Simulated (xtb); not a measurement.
xtb input:

```bash
xtb mol.xyz --gfn 2 --sp --chrg 1 --uhf 0
```
mol.xyz:
```
4

Nb    -0.03348067     0.01583237     0.06870002
O     -1.25775266    -1.14517377    -0.12931487
F     -0.34759301     1.63675701    -0.84621835
F      1.61811840    -0.69095002     0.64819813
```

Problem. Predict the final energy.

Solution. -14.79583 Eh (GFN2-xTB).

This state (charge 1, singlet) is run at the relaxed geometry of the species with charge 0 and multiplicity 2.
